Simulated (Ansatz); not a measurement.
Reaction (SMILES): Br (HBr) → [Br-] + H+
B3LYP-D3(BJ)/def2-TZVP geometries, fixed; electronic energies without zero-point terms.

The deprotonation energy at MP2 with Ansatz (a first-principles code), in kcal/mol, split into its Hartree-Fock and correlation parts. Cores are frozen (with 3d on Ga to Br). No added dispersion term, no relativity. Functions are those of the species that has most. These sets lack the diffuse functions that anions need.

| basis | X | functions | Hartree-Fock | MP2 |
|---|---|---|---|---|
| cc-pVDZ | 2 | 32 | 332.45 | 339.11 |
| cc-pVTZ | 3 | 57 | 326.17 | 330.35 |
| cc-pVQZ | 4 | 98 | 324.45 | 326.38 |
| cc-pV5Z | 5 | 159 | 324.21 | 325.21 |

Worked estimate of the basis-set limit from each neighbouring pair, with Hartree-Fock from the larger set and the correlation part extrapolated as X^-3.
Correlation parts: X = 2: 6.66, X = 3: 4.18, X = 4: 1.93, X = 5: 1.00.
- (2,3): (27·(4.18) - 8·(6.66))/19 = 3.14; with Hartree-Fock 326.17 the estimate is 329.31 kcal/mol.
- (3,4): (64·(1.93) - 27·(4.18))/37 = 0.29; with Hartree-Fock 324.45 the estimate is 324.74 kcal/mol.
- (4,5): (125·(1.00) - 64·(1.93))/61 = 0.02; with Hartree-Fock 324.21 the estimate is 324.23 kcal/mol.
The last two estimates differ by 0.50 kcal/mol; the largest set lies 0.98 from the last. Over the last step Hartree-Fock moves by -0.24 and the correlation part by -0.93.
